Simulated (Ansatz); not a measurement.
Ansatz (a program for electronic structure) input (BLYP/def2-TZVPD):

Ansatz 0.2 input:
```yaml
crystal:
  periodic: [false, false, false]
  atoms:
    - {symbol: C, position_ang: [-1.74207341, -0.73553170, -0.67853223]}
    - {symbol: Si, position_ang: [-0.39085094, 0.12641668, 0.36701373]}
    - {symbol: C, position_ang: [-0.45333336, 1.94378338, -0.22897095]}
    - {symbol: O, position_ang: [-0.44186051, -0.10794313, 1.90998877]}
    - {symbol: Si, position_ang: [1.64919129, -0.68898192, -0.62144860]}
    - {symbol: H, position_ang: [-1.61256101, -0.56100763, -1.75197696]}
    - {symbol: H, position_ang: [-1.73492668, -1.81450488, -0.50310076]}
    - {symbol: H, position_ang: [-2.72901603, -0.35875512, -0.38750833]}
    - {symbol: H, position_ang: [-1.40276802, 2.39853971, 0.07513714]}
    - {symbol: H, position_ang: [0.35280630, 2.52593168, 0.22517948]}
    - {symbol: H, position_ang: [-0.36713210, 2.02826273, -1.31752425]}
    - {symbol: H, position_ang: [1.80733546, -0.51511411, -2.11101944]}
    - {symbol: H, position_ang: [1.88232714, -2.15885985, -0.42753609]}
    - {symbol: H, position_ang: [2.89449477, -0.05454409, -0.07445373]}
basis:
  gaussian:
    orbitals: def2-TZVPD
hamiltonian:
  xc: {name: BLYP}
total_charge: -1
output: {forces: true}
```

End of the output:

```
Atom 0 at    -1.742073    -0.735532    -0.678532 Å, force    -0.029317    -0.036714    -0.006947 eV/Å
Atom 1 at    -0.390851     0.126417     0.367014 Å, force     0.075113     0.065662    -0.606660 eV/Å
Atom 2 at    -0.453333     1.943783    -0.228971 Å, force     0.010385     0.045827     0.006903 eV/Å
Atom 3 at    -0.441861    -0.107943     1.909989 Å, force    -0.032197    -0.136385     0.905131 eV/Å
Atom 4 at     1.649191    -0.688982    -0.621449 Å, force     0.037745    -0.018520     0.002173 eV/Å
Atom 5 at    -1.612561    -0.561008    -1.751977 Å, force     0.002323     0.022126    -0.220260 eV/Å
Atom 6 at    -1.734927    -1.814505    -0.503101 Å, force    -0.019263    -0.219707     0.025063 eV/Å
Atom 7 at    -2.729016    -0.358755    -0.387508 Å, force    -0.211281     0.066753     0.051485 eV/Å
Atom 8 at    -1.402768     2.398540     0.075137 Å, force    -0.191244     0.108410     0.058474 eV/Å
Atom 9 at     0.352806     2.525932     0.225179 Å, force     0.152410     0.137205     0.084949 eV/Å
Atom 10 at    -0.367132     2.028263    -1.317524 Å, force     0.012798     0.043902    -0.216606 eV/Å
Atom 11 at     1.807335    -0.515114    -2.111019 Å, force     0.035791     0.008005    -0.150314 eV/Å
Atom 12 at     1.882327    -2.158860    -0.427536 Å, force     0.031545    -0.140629     0.016971 eV/Å
Atom 13 at     2.894495    -0.054544    -0.074454 Å, force     0.125191     0.054063     0.049638 eV/Å
Dipole moment:    -0.161107     0.210672    -0.793733 e Å
```

It need not be the lowest isomer of its formula. Whether it binds its extra electron was not tested at this geometry.
